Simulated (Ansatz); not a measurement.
Breaking a bond: NaN, lowest triplet found (which spin is the ground state isn't settled by this scan).

- ROCCSD = CCSD on ROHF/aug-cc-pVDZ, frozen core (Ansatz, a quantum-chemistry and plane-wave program)
- ROMP2 = MP2 on ROHF/aug-cc-pVDZ, frozen core run with Ansatz
- ROCCSDT(Q) = Ansatz with CCSDT(Q)/B on ROHF/aug-cc-pVDZ, frozen core
- ROHF/aug-cc-pVDZ (Ansatz)
- ROCCSDT = CCSDT on ROHF/aug-cc-pVDZ, frozen core (Ansatz)

Energies are in kJ/mol, each relative to the lowest point of its own curve between 1.97 and 2.82 Å, where full CI is lowest.

```
R / Å  ROCCSD  ROMP2  ROCCSDT(Q)   ROHF  ROCCSDT
-----  ------  -----  ----------  -----  -------
1.97     36.4   34.0        38.9   27.3     38.7
2.08     13.0   11.2        14.9    7.0     14.7
2.14      5.9    4.6         7.4    1.9      7.3
2.25      0.0    0.0         0.7    0.0      0.6
2.34      0.1    1.3         0.0    3.6      0.0
2.39      1.4    3.5         0.9    7.1      0.9
2.48      5.4    9.3         4.1   15.1      4.2
2.54      8.9   14.1         7.0   21.4      7.2
2.70     19.8   29.3        16.3   40.7     16.7
2.82     28.3   42.0        23.8   56.3     24.3
2.97     38.2   58.4        32.7   76.3     33.4
3.17     48.6   80.1        42.9  102.8     43.9
3.43     56.8  106.7        52.5  135.5     53.9
3.79     61.1  138.9        60.5  176.4     62.2
4.18     61.8  166.9           —  214.4        —
```

A dash means that the run gave no value there, or that the column was ended at a point which the program doubted or which failed a test of continuity chosen for this set; such a test can also cut sound points.

The scan ran from 1.72 to 8.03 Å; beyond the distances shown full CI changes its symmetry label. The T1 diagnostic of CCSD on the restricted reference of ROCCSD, ROMP2, ROCCSDT(Q), ROCCSDT exceeds 0.045 at 1.97 to 5.92 Å.
